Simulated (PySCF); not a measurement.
# Heteronuclear NMR

Molfile (atoms numbered from 1):
```
C5H8N2Si
     RDKit          3D

 16 16  0  0  0  0  0  0  0  0999 V2000
   -3.0834    1.2253    0.8001 N   0  0  0  0  0  0  0  0  0  0  0  0
   -2.5811    0.1151    0.4672 C   0  0  0  0  0  0  0  0  0  0  0  0
   -1.2032   -0.2042    0.1577 C   0  0  0  0  0  0  0  0  0  0  0  0
   -0.7090   -1.4902   -0.2141 C   0  0  0  0  0  0  0  0  0  0  0  0
    0.6257   -1.3593   -0.4183 C   0  0  0  0  0  0  0  0  0  0  0  0
    1.0033   -0.0574   -0.1963 N   0  0  0  0  0  0  0  0  0  0  0  0
    2.6428    0.5536   -0.3205 Si  0  0  0  0  0  4  0  0  0  0  0  0
   -0.1139    0.6362    0.1547 C   0  0  0  0  0  0  0  0  0  0  0  0
   -2.4114    1.9903    0.8537 H   0  0  0  0  0  0  0  0  0  0  0  0
   -3.2765   -0.7188    0.4018 H   0  0  0  0  0  0  0  0  0  0  0  0
   -1.2942   -2.3835   -0.3116 H   0  0  0  0  0  0  0  0  0  0  0  0
    1.3563   -2.0893   -0.7072 H   0  0  0  0  0  0  0  0  0  0  0  0
    3.4296   -0.0695    0.7436 H   0  0  0  0  0  0  0  0  0  0  0  0
    2.5237    1.9977   -0.1534 H   0  0  0  0  0  0  0  0  0  0  0  0
    3.1336    0.1787   -1.6453 H   0  0  0  0  0  0  0  0  0  0  0  0
   -0.0498    1.6841    0.3763 H   0  0  0  0  0  0  0  0  0  0  0  0
  9  1  1  0
  1  2  2  0
  2  3  1  0
  3  4  1  0
  4  5  2  0
  5  6  1  0
  6  7  1  0
  6  8  1  0
  8  3  2  0
  2 10  1  0
  4 11  1  0
  5 12  1  0
  7 13  1  0
  7 14  1  0
  7 15  1  0
  8 16  1  0
M  END
```

- GIAO PBE0/pcSseg-1 shieldings
- geometry: GFN2-xTB
- code: PySCF 2.14.0 with density-fitted response routines
- no solvent model, a single conformation, no relativistic terms, one averaged value for each set of equivalent atoms

**Question.** Predict the 29Si NMR data.

**Answer.** 
```tsv
atoms	environment	σ (ppm)	δ (ppm)
Si7	silicon bonded to N, 3 H	397.1	-46.5
```

Shieldings were converted by a linear fit to measured shifts: 29Si (scatter 8.9 ppm rms, 25.8 ppm with the 6 outliers that the fit left out vs TMS, solution or neat liquid). A few per cent of atoms miss by over 2 rms, more outside the fitted compound classes.

On a 400 MHz spectrometer 29Si resonates near 79.5 MHz, so 1 ppm is 79.5 Hz.

**Question.** Predict the 15N NMR data.

**Answer.** 
```
atoms                 environment  σ (ppm)  δ (ppm)
   N1              imine nitrogen    -63.5    -89.6
   N6  pyrrole-type ring nitrogen     99.4   -239.6
```

Shieldings were converted by a linear fit to measured shifts: 15N (scatter 6.3 ppm rms vs CH3NO2, solution or neat liquid). Occasional misses reach two or three times the rms, and more in compound classes unlike the fitted ones.

On a 600 MHz spectrometer 15N resonates near 60.8 MHz, so 1 ppm is 60.8 Hz.
